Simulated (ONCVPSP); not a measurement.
What the settings do to the ONCV potential of lanthanum (La)

Base potential:

```json
{
 "Element": "La (Z = 57)",
 "Generator": "ONCVPSP 4.0.1",
 "Type": "optimised norm-conserving Vanderbilt (ONCV)",
 "Functional": "PBEsol",
 "Relativity": "fully relativistic",
 "Frozen core": "[Xe]",
 "Valence charge": "3",
 "Reference configuration": "5d1 6s2",
 "Partial waves": "6s: rc 3.35 bohr, ncon 3, nbas 6, qcut 1.5 1/bohr, 2 projectors, debl 0.6 Ha; p scattering state at 0.03 Ha: rc 3.90 bohr, ncon 3, nbas 7, qcut 1.9 1/bohr, 1 projector; 5d: rc 3.55 bohr, ncon 4, nbas 9, qcut 3.5 1/bohr, 2 projectors, debl 1.8 Ha; f scattering state at 0.28 Ha: rc 3.80 bohr, ncon 3, nbas 7, qcut 3.4 1/bohr, 2 projectors, debl 0.7 Ha",
 "Local potential": "polynomial inside 2.30 bohr (lpopt 2, dvloc0 2 Ha)",
 "Core correction": "Teter function, fcfact 5, rcfact 1.6"
}
```

Open shells are filled in proportion to 2j + 1.

In the p channel the program set the typed energies aside and used 0.050 Ha (j = l + 1/2; the other j can differ). In the f channel the program set the typed energies aside and used -0.157, 0.543 Ha (j = l + 1/2; the other j can differ).

All-electron outer shells of the reference configuration (PBEsol, scalar-relativistic, ld1.x):

```json
{"shell": "6s", "level (eV)": "-3.70", "outermost node (bohr)": "1.86", "outermost maximum (bohr)": "3.79"}
{"shell": "5d", "level (eV)": "-3.10", "outermost node (bohr)": "0.95", "outermost maximum (bohr)": "2.21"}
```

Cutoffs, loose and tight: the cutoffs (Ha) at which the residual kinetic energy of the hardest occupied pseudo-wave falls to 1 and 0.1 mHa per electron. They do not see the model core or the augmentation charge, which bear on the density cutoff. Test errors are all-electron minus pseudo excitation energies from the reference, over the configurations 5d1 6s1; 5d1 6s0; 5d1 6s1.5; 5d1 6s1 6p1. A dash means not determined; rows that change the core or the reference have their own tests. The largest error is taken over the tests solved by every variant that gives reliable tests at all: 5d1 6s0; 5d1 6s1; 5d1 6s1.5.

For the base: The cutoffs count occupied waves only; projector 2 of the f channel, the hardest unoccupied one, needs 20 Ha at the loose tolerance.

A true bound ghost makes a file unfit for plane-wave use even where its test errors are small: the radial tests pick states by their node count and pass the ghost by.

```csv
change,outcome,"cutoff, loose","cutoff, tight",bound ghosts,GHOST(+) flags above zero,largest test error (meV)
base,"generated, projector energies reset by the program",4.8 Ha,6.0 Ha,none,s,-525
"all radii but the core radius scaled by about 0.78 (s 2.60, p 3.04, d 2.76, f 2.96 bohr); local potential polynomial inside 1.80 bohr (lpopt 2, dvloc0 2 Ha)","generated, projector energies reset by the program",15 Ha,19 Ha,s,"s, p1/2",-533
"all radii but the core radius scaled by about 0.88 (s 2.96, p 3.44, d 3.12, f 3.34 bohr); local potential polynomial inside 2.02 bohr (lpopt 2, dvloc0 2 Ha)","generated, projector energies reset by the program",5.1 Ha,11 Ha,s,"s, p3/2",-528
"all radii but the core radius scaled by about 1.06 (s 3.56, p 4.14, d 3.76, f 4.02 bohr); local potential polynomial inside 2.44 bohr (lpopt 2, dvloc0 2 Ha)","generated, projector energies reset by the program",4.6 Ha,6.0 Ha,none,none,-528
"all radii but the core radius scaled by about 1.12 (s 3.76, p 4.38, d 3.98, f 4.26 bohr); local potential polynomial inside 2.58 bohr (lpopt 2, dvloc0 2 Ha)","generated, projector energies reset by the program",4.4 Ha,5.5 Ha,none,s,-533
"all radii but the core radius scaled by about 1.29 (s 4.32, p 5.02, d 4.58, f 4.90 bohr); local potential polynomial inside 2.96 bohr (lpopt 2, dvloc0 2 Ha)","generated, projector energies reset by the program",3.9 Ha,4.7 Ha,none,none,-577
```

(1) What comes out with this change to the base: all radii but the core radius scaled by about 1.23 (s 4.10, p 4.78, d 4.36, f 4.66 bohr); local potential polynomial inside 2.82 bohr (lpopt 2, dvloc0 2 Ha)?

(2) What comes out with this change to the base: all radii but the core radius scaled by about 0.94 (s 3.14, p 3.66, d 3.34, f 3.58 bohr); local potential polynomial inside 2.16 bohr (lpopt 2, dvloc0 2 Ha)?

Results:

(1) outcome: generated, projector energies reset by the program; cutoff, loose: 4.1 Ha; cutoff, tight: 4.8 Ha; bound ghosts: none; GHOST(+) flags above zero: none; largest test error (meV): -555.

(2) outcome: generated, projector energies reset by the program; cutoff, loose: 4.9 Ha; cutoff, tight: 5.9 Ha; bound ghosts: none; GHOST(+) flags above zero: s; largest test error (meV): -525.

Reading the sweep of the scale of all radii but the core radius (base = 1) (base included, trends over the rows without a ghost): The loose cutoff falls from 4.9 Ha at 0.94 to 3.9 Ha at 1.29. A larger radius leaves more room for a smooth pseudo-wave, so fewer plane waves are needed; a smaller one forces it to follow the all-electron wave where it bends sharply. The median size of the test errors (rows with all tests solved) stays near 53.0 meV. Bound ghosts are found at 0.78, 0.88.
